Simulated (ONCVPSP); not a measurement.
## Building the ONCV potential for Br (Z = 35) (LDA (Perdew-Zunger), scalar-relativistic).

The input file (ONCVPSP 4.0.1):

```
# ATOM AND REFERENCE CONFIGURATION
# atsym  z   nc   nv     iexc    psfile
  Br 35.00    5    3        3      upf
#
#   n    l    f
    1    0    2.00
    2    0    2.00
    2    1    6.00
    3    0    2.00
    3    1    6.00
    3    2   10.00
    4    0    2.00
    4    1    4.75
#
# PSEUDOPOTENTIAL AND OPTIMIZATION
# lmax
    2
#
#   l,   rc,      ep,       ncon, nbas, qcut
    0    1.15    0.00    3    6    5.20
    1    1.65    0.00    4    7    5.00
    2    0.60    0.00    4    8   30.30
#
# LOCAL POTENTIAL
# lloc, lpopt,  rc(5),   dvloc0
    4    5    0.40    4.00
#
# VANDERBILT-KLEINMAN-BYLANDER PROJECTORs
# l, nproj, debl
    0    1    3.10
    1    2    0.90
    2    1    2.50
#
# MODEL CORE CHARGE
# icmod, fcfact, rcfact
    2    0.60    0.95
#
# LOG DERIVATIVE ANALYSIS
# epsh1, epsh2, depsh
   -4.00    5.00    0.02
#
# OUTPUT GRID
# rlmax, drl
    6.00    0.01
#
# TEST CONFIGURATIONS
# ncnf
    4
# nvcnf
#   n    l    f
    3
    3    2   10.00
    4    0    2.00
    4    1    5.00
#
    3
    3    2   10.00
    4    0    2.00
    4    1    4.00
#
    3
    3    2   10.00
    4    0    2.00
    4    1    3.00
#
    3
    3    2   10.00
    4    0    2.00
    4    1    2.00
#
```

Command:

```bash
oncvpsp.x < Br.dat > Br.out
```

Resulting log (shortened: citation, most of the input echo, consistency checks and plot data are left out):

```
ONCVPSP  (Optimized Norm-Conservinng Vanderbilt PSeudopotential)
scalar-relativistic version 4.0.1

#   n    l    f        energy (Ha)
    1    0    2.00    -4.8871456E+02
    2    0    2.00    -6.3693529E+01
    2    1    6.00    -5.6244858E+01
    3    0    2.00    -8.8133008E+00
    3    1    6.00    -6.4618154E+00
    3    2   10.00    -2.5585673E+00
    4    0    2.00    -8.3625374E-01
    4    1    4.75    -3.7802226E-01

Reference configufation results
  iterations    24
  all-electron total energy (Ha)   -2.60302972D+03

Begin loop to  construct optimized pseudo wave functions
and semi-local pseudopoentials for all angular momenta

Calculating optimized projector #   1

 for l=   0

    Fraction of norm inside rc  0.183775
    Optimizing pswf for qcut=   5.19 a_B^-1,  ecut=  13.45 Ha
    Residual kinetic energy error=  1.90D-03 Ha

    Energy error per electron        Cutoff
         Ha          eV             Ha
         0.01000     0.27211        9.07
         0.00100     0.02721       36.15
         0.00010     0.00272      102.06

   Wellstate for l =  1  n =  5
     eigenvalue =   0.5220
     asymptotic potential =   1.0220
     half-point radius =  4.2346

Calculating optimized projector #   1

 for l=   1

    Fraction of norm inside rc  0.346206
    Optimizing pswf for qcut=   4.99 a_B^-1,  ecut=  12.46 Ha
    Residual kinetic energy error=  7.93D-04 Ha

    Energy error per electron        Cutoff
         Ha          eV             Ha
         0.01000     0.27211        3.94
         0.00100     0.02721       11.89
         0.00010     0.00272       41.03
         0.00001     0.00027       52.46

Calculating optimized projector #   2

 for l=   1

    Fraction of norm inside rc  0.146732
    Optimizing pswf for qcut=   4.99 a_B^-1,  ecut=  12.46 Ha
    Residual kinetic energy error=  6.63D-04 Ha

    Energy error per electron        Cutoff
         Ha          eV             Ha
         0.01000     0.27211        3.91
         0.00100     0.02721       11.47
         0.00010     0.00272       36.25
         0.00001     0.00027       71.82

Calculating optimized projector #   1

 for l=   2

    Fraction of norm inside rc  0.595611
    Optimizing pswf for qcut=  30.29 a_B^-1,  ecut= 458.68 Ha
    Residual kinetic energy error=  3.87D-08 Ha

    Energy error per electron        Cutoff
         Ha          eV             Ha
         0.01000     0.27211      258.74
         0.00100     0.02721      312.27
         0.00010     0.00272      355.94
         0.00001     0.00027      391.61

Construct Vanderbilt / Kleinmman-Bylander projectors

B matrix Hermiticity error, ll=   1
   1   2    5.6168E-05

  Orthonormal projector coefficients  1.2903E+01  1.2127E+00

Model core correction analysis
  based on d2Exc/dn_idn_j

d2excae - all-electron derivatives

   -3.987095D-02   -6.515922D-03   -3.885700D-03
   -6.515403D-03   -2.786347D-02   -2.326085D-02
   -3.885454D-03   -2.326119D-02   -2.297233D-02

d2excps - pseudofunction derivatives with no core correction

   -6.690050D-02   -7.273641D-03   -4.060513D-03
   -7.274025D-03   -2.934951D-02   -2.420379D-02
   -4.060769D-03   -2.420378D-02   -2.354063D-02

rms 2nd derivative error    9.043819E-03

amplitude prefactor, scale prefactor
    3.3422    1.5102

d2excps - pseudofunction derivatives with core correction

   -4.806126D-02   -5.989896D-03   -3.398948D-03
   -5.990100D-03   -2.861529D-02   -2.381011D-02
   -3.399158D-03   -2.381051D-02   -2.332883D-02

rms 2nd derivative error    2.776948E-03

Pseudoatom total energy -154.115799

Diagnostic tests using Vanderbilt-Kleinman-Bylander pseudopotentials
  1 or more projectors used as specified by nproj input data

   l    rcore       rmatch      e in        delta e   norm test  slope test

   0   1.1547489   1.1898095  -0.8362537  -0.0001120   0.9999425   1.0003166

   1   1.6533560   1.7035555  -0.3780223  -0.0000009   1.0000433   1.0001105
   1   1.6533560   1.7035555   0.5219777   0.0000045   1.0001546   1.0001546

   2   0.6015997   0.6198656  -2.5585673   0.0000157   1.0000105   1.0000525

 Testing for bound ghosts
   n   l    E NL Schr. Eq   E Basis Diag.   E Cutoff

       0                      -38.230569     92.73  WARNING - GHOST(-)
   1   0       -0.836366       -0.804821     92.73

       1                       -8.261047     80.78  WARNING - GHOST(-)
   2   1       -0.378023       -0.369425     80.78

   3   2       -2.558552       -2.529895    712.07

 Testing for highly-localized positive-energy ghosts
       l    <radius>/rc     E Basis Diag.   E Cutoff

       0        0.795613        0.597233     92.73  WARNING - GHOST(+)

Test configuration 0

   n   l     f        eae           eps        diff
   1   0  2.0000 -488.71455542
   2   0  2.0000  -63.69352868
   2   1  6.0000  -56.24485752
   3   0  2.0000   -8.81330077
   3   1  6.0000   -6.46181539
   3   2 10.0000   -2.55856731   -2.55855162    1.57D-05
   4   0  2.0000   -0.83625374   -0.83636576   -1.12D-04
   4   1  4.7500   -0.37802226   -0.37802314   -8.82D-07

    Total energies and differences
      AE_ref= -2.60302972D+03  AE_tst= -2.60302972D+03  dif=  0.00D+00
      PS_ref= -1.54115799D+02  PS_tst= -1.54115799D+02  dif= -1.14D-13
      PSP excitation error=  1.14D-13

Test configuration 1

   n   l     f        eae           eps        diff
   1   0  2.0000 -488.61710195
   2   0  2.0000  -63.59668573
   2   1  6.0000  -56.14792646
   3   0  2.0000   -8.71683836
   3   1  6.0000   -6.36537054
   3   2 10.0000   -2.46224040   -2.46293128   -6.91D-04
   4   0  2.0000   -0.74680329   -0.74695839   -1.55D-04
   4   1  5.0000   -0.29425514   -0.29427358   -1.84D-05

    Total energies and differences
      AE_ref= -2.60302972D+03  AE_tst= -2.60311367D+03  dif= -8.39D-02
      PS_ref= -1.54115799D+02  PS_tst= -1.54199765D+02  dif= -8.40D-02
      PSP excitation error=  1.82D-05

Test configuration 2

   n   l     f        eae           eps        diff
   1   0  2.0000 -489.03526563
   2   0  2.0000  -64.01132544
   2   1  6.0000  -56.56306219
   3   0  2.0000   -9.12920121
   3   1  6.0000   -6.77762297
   3   2 10.0000   -2.87382600   -2.87070735    3.12D-03
   4   0  2.0000   -1.12423298   -1.12411473    1.18D-04
   4   1  4.0000   -0.64809506   -0.64795040    1.45D-04

    Total energies and differences
      AE_ref= -2.60302972D+03  AE_tst= -2.60264664D+03  dif=  3.83D-01
      PS_ref= -1.54115799D+02  PS_tst= -1.53732700D+02  dif=  3.83D-01
      PSP excitation error= -2.49D-05

Test configuration 3

   n   l     f        eae           eps        diff
   1   0  2.0000 -489.52115582
   2   0  2.0000  -64.49050973
   2   1  6.0000  -57.04316123
   3   0  2.0000   -9.60383916
   3   1  6.0000   -7.25202792
   3   2 10.0000   -3.34700166   -3.33711942    9.88D-03
   4   0  2.0000   -1.54598018   -1.54524312    7.37D-04
   4   1  3.0000   -1.04484263   -1.04415681    6.86D-04

    Total energies and differences
      AE_ref= -2.60302972D+03  AE_tst= -2.60180349D+03  dif=  1.23D+00
      PS_ref= -1.54115799D+02  PS_tst= -1.52889768D+02  dif=  1.23D+00
      PSP excitation error=  2.02D-04

Test configuration 4

   n   l     f        eae           eps        diff
   1   0  2.0000 -490.06582943
   2   0  2.0000  -65.02486025
   2   1  6.0000  -57.57889922
   3   0  2.0000  -10.13097766
   3   1  6.0000   -7.77878712
   3   2 10.0000   -3.87191524   -3.85165657    2.03D-02
   4   0  2.0000   -2.00272749   -2.00088948    1.84D-03
   4   1  2.0000   -1.47599618   -1.47411095    1.89D-03

    Total energies and differences
      AE_ref= -2.60302972D+03  AE_tst= -2.60054588D+03  dif=  2.48D+00
      PS_ref= -1.54115799D+02  PS_tst= -1.51633166D+02  dif=  2.48D+00
      PSP excitation error=  1.20D-03
```

Note: ghosts flagged at negative energy: s at -1040.3 eV, p at -224.8 eV; GHOST(+) flagged for s at 16.3 eV. A true bound ghost makes a file unfit for plane-wave use.

The run took about 2.4 s on one core of a shared server CPU.
